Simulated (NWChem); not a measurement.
System meant: C$_{3}$H$_{6}$OS; SMILES C(SC=O)C

Input file for NWChem:

```
start job
memory heap 200 mb stack 900 mb global 1100 mb
geometry units angstroms noautosym nocenter noautoz
  C      0.763231     1.861139    -0.434645
  C      0.011251     1.103070     0.657003
  S     -1.115550    -0.198061     0.001884
  C      0.054636    -1.523925    -0.217829
  O      1.235698    -1.473712     0.035743
  H      1.395457     2.634119     0.019401
  H      1.408943     1.182563    -0.998724
  H      0.074578     2.348688    -1.131978
  H     -0.629633     1.765706     1.245658
  H      0.704230     0.596732     1.333926
  H     -0.443950    -2.426130    -0.619511
end
basis spherical
  C library def2-svp
  S library def2-svp
  O library def2-svp
  H library def2-svp
end
dft
  xc m06-l
  iterations 150
end
property
  shielding
end
task dft property
```

End of the output:

```
 Vector   27  Occ=0.000000D+00  E= 5.345564D-02
              MO Center= -4.8D-01, -8.3D-01, -1.1D-01, r^2= 4.5D+00
   Bfn.  Coefficient  Atom+Function         Bfn.  Coefficient  Atom+Function
  ----- ------------  ---------------      ----- ------------  ---------------
    49      1.224765   4 C  s                32     -1.047825   3 S  s
   101     -1.033933  11 H  s                17      0.819912   2 C  s
    39     -0.758288   3 S  px               53     -0.619820   4 C  px
    91     -0.412335   9 H  s                21     -0.410240   2 C  px
    48      0.361190   4 C  s                23     -0.274484   2 C  pz

 center of mass
 --------------
 x =  -0.07185905 y =  -0.13586033 z =   0.01120808

 moments of inertia (a.u.)
 ------------------
         560.771260254191           0.590183593779          15.776377811565
           0.590183593779         322.288116118400         -10.256910626649
          15.776377811565         -10.256910626649         782.537304863014

     Multipole analysis of the density
     ---------------------------------

     L   x y z        total         alpha         beta         nuclear
     -   - - -        -----         -----         ----         -------
     0   0 0 0     -0.000000    -24.000000    -24.000000     48.000000

     1   1 0 0     -0.335813      0.284572      0.284572     -0.904958
     1   0 1 0      0.444177      0.425508      0.425508     -0.406839
     1   0 0 1      0.015235     -0.173828     -0.173828      0.362892

     2   2 0 0    -30.852945    -88.040630    -88.040630    145.228316
     2   1 1 0      2.382636     -4.106556     -4.106556     10.595749
     2   1 0 1     -0.040814      4.857894      4.857894     -9.756603
     2   0 2 0    -25.427522   -161.329404   -161.329404    297.231286
     2   0 1 1      1.426989     -2.445001     -2.445001      6.316991
     2   0 0 2    -27.463940    -31.609443    -31.609443     35.754946

          -----------------------------------------
          Chemical Shielding Tensors (GIAO, in ppm)
          -----------------------------------------

 ------------------------------------------------------------------------
  xm06: d2 not coded                    0
 ------------------------------------------------------------------------
 ------------------------------------------------------------------------
  current input line :
    29: task dft property
 ------------------------------------------------------------------------
 ------------------------------------------------------------------------
 This error has not yet been assigned to a category
 ------------------------------------------------------------------------
 For more information see the NWChem manual at https://nwchemgit.github.io

0: xm06: d2 not coded:Received an Error in Communication
```

### Question
Can this run be used? If not, why, and what is the fix?

### Answer
The program stopped with an error. Cause: this functional's second derivatives, which shieldings need, aren't coded here; the fix takes a hybrid GGA instead. This input runs:
```
start job
memory heap 200 mb stack 900 mb global 1100 mb
geometry units angstroms noautosym nocenter noautoz
  C      0.763231     1.861139    -0.434645
  C      0.011251     1.103070     0.657003
  S     -1.115550    -0.198061     0.001884
  C      0.054636    -1.523925    -0.217829
  O      1.235698    -1.473712     0.035743
  H      1.395457     2.634119     0.019401
  H      1.408943     1.182563    -0.998724
  H      0.074578     2.348688    -1.131978
  H     -0.629633     1.765706     1.245658
  H      0.704230     0.596732     1.333926
  H     -0.443950    -2.426130    -0.619511
end
basis spherical
  * library def2-svp
end
dft
  xc pbe0
  iterations 150
end
property
  shielding
end
task dft property
```
It converges to -590.71447 Ha (PBE0/def2-SVP, GIAO).
